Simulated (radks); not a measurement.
Q: Excited configurations of Ne I: one electron is placed in a higher orbital outside [He] 2s2 2p5. The ground configuration is [Ne]. Method: scalar-relativistic Kohn-Sham, PBE, spin-polarised, spherical densities, finite nucleus; open shells are filled with parallel spins first; Fermi nuclear charge, rms radius 3.0055 fm; computed with a radial shooting solver on a logarithmic mesh with Libxc functionals. Excitation = E - E(ground); binding = E(ion) - E, where the ion is the core of charge +1; n* = 1/sqrt(2 binding) in atomic units, and the quantum defect is n - n*.

| outer orbital | excitation (eV) | binding (eV) | n* | quantum defect | eigenvalue (eV) | <r> (bohr) |
|---|---|---|---|---|---|---|
| 3p | 18.777 | 3.192 | 2.065 | 0.935 | -1.647 | 5.793 |
| 4p | 20.323 | 1.646 | 2.875 | 1.125 | -0.977 | 12.57 |
| 5d | 21.272 | 0.697 | 4.417 | 0.583 | -0.448 | 30.19 |
| 5f | 21.302 | 0.667 | 4.517 | 0.483 | -0.405 | 28.64 |
| 6s | 21.175 | 0.794 | 4.139 | 1.861 | -0.536 | 28.89 |

Estimate the row for 3s.

A: excitation (eV) 16.815; binding (eV) 5.154; n* 1.625; quantum defect 1.375; eigenvalue (eV) -2.927; <r> (bohr) 4.213. The Delta-SCF ionisation energy is 21.969 eV (NIST Atomic Spectra Database: 21.565 eV, measured). Self-interaction in the functional shifts the binding energies and quantum defects, so they are the method's values and not measured ones. Open shells are spherical and high-spin; term and fine-structure splittings are not resolved.
